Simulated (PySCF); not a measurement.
# MgSe: energy against distance

Set-up: PySCF, scalar-relativistic core potentials, basis sets Mg aug-cc-pVDZ, Se aug-cc-pVDZ-PP with ECP10. Energies in eV from Mg + Se in their ground configurations at the same level. State: ¹Σ⁺ (singlet), closed shell.

Curves on a restricted Hartree–Fock reference rise too fast on stretching and do not dissociate correctly.

```tsv
R (Å)	RHF-SCS-MP2	RHF-MP2	RHF
1.959	-0.537	-0.749	0.7469
2.050	-1.096	-1.305	0.2162
2.141	-1.419	-1.626	-0.0738
2.210	-1.545	-1.747	-0.1745
2.278	-1.591	-1.789	-0.2005
2.346	-1.576	-1.766	-0.1707
2.438	-1.483	-1.660	-0.0698
2.551	-1.283	-1.441	0.1159
2.688	-0.974	-1.104	0.3762
2.870	-0.522	-0.611	0.7237
```

Task: Put a parabola through the three lowest points of the RHF-SCS-MP2 curve and estimate Re, k and ωe (reduced mass 18.45 u; 1 eV/Å² = 0.16022 mdyn/Å; ωe = 1302.8·√(k/μ) cm⁻¹).

Result: Through R = 2.21, 2.278, 2.346 Å the second-order coefficient is 6.60 eV/Å², so Re ≈ 2.295 Å, k ≈ 2.11 mdyn/Å and ωe ≈ 441 cm⁻¹. A polynomial fit of higher order to the unrounded RHF-SCS-MP2 energies gives Re = 2.293 Å, k = 2.01 mdyn/Å, ωe = 430 cm⁻¹; anharmonicity and rounding make the difference.

The higher-order fit for each curve: RHF-SCS-MP2: Re = 2.293 Å, ωe = 430 cm⁻¹, De = 1.59 eV; RHF-MP2: Re = 2.286 Å, ωe = 442 cm⁻¹, De = 1.79 eV; RHF: Re = 2.272 Å, ωe = 424 cm⁻¹, De = 0.201 eV.

Correlated steps freeze 5 core orbitals. Correlated levels converge slowly with the basis: in double zeta they bind strong bonds too weakly, by up to about 1 eV, and carry superposition errors of some tenths. Where the molecule has an RHF reference, its open-shell atoms are computed with UHF.
